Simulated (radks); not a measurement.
Species: Mn V. Configuration: [Ar] 3d3.

Method: Dirac Kohn-Sham, BLYP, spin-unpolarised, spherical densities, finite nucleus; open shells are shared between the two j in proportion to 2j + 1; Fermi nuclear charge, rms radius 3.7057 fm; computed with a radial shooting solver on a logarithmic mesh with Libxc functionals.

Energy parts (Ry):
part                       energy
total                 -2309.35056
kinetic                2339.32888
electron-nucleus      -5426.79289
Hartree                 879.36126
exchange-correlation   -101.24781

Orbitals (lengths in bohr, moments of r in powers of bohr; r(max) is where P^2 peaks):
| orbital | occ. | eigenvalue (Ry) | r(max) | <r^2> | <r> | small-component weight |
|---|---|---|---|---|---|---|
| 1s1/2 | 2 | -476.9742 | 0.03987 | 0.004988 | 0.06090 | 8.07e-03 |
| 2s1/2 | 2 | -59.09395 | 0.2326 | 0.09219 | 0.2793 | 1.46e-03 |
| 2p1/2 | 2 | -51.25611 | 0.1867 | 0.07398 | 0.2451 | 1.45e-03 |
| 2p3/2 | 4 | -50.48910 | 0.1891 | 0.07563 | 0.2480 | 1.43e-03 |
| 3s1/2 | 2 | -10.45376 | 0.7295 | 0.7981 | 0.8332 | 3.30e-04 |
| 3p1/2 | 2 | -8.18649 | 0.7366 | 0.8769 | 0.8658 | 2.96e-04 |
| 3p3/2 | 4 | -8.08587 | 0.7432 | 0.8925 | 0.8736 | 2.92e-04 |
| 3d3/2 | 1.2 | -4.46731 | 0.7148 | 1.157 | 0.9690 | 2.12e-04 |
| 3d5/2 | 1.8 | -4.45553 | 0.7167 | 1.163 | 0.9717 | 2.11e-04 |

The highest occupied level is 3d5/2 at -60.621 eV. Summed over all electrons, <r^2> = 11.05 bohr^2, which gives a Langevin (diamagnetic) susceptibility term of -8.75 x 10^-6 cm^3/mol. The density falls to 0.001 e/bohr^3 at r = 2.54 bohr. The electron density at the nucleus is 1.317e+04 e/bohr^3.
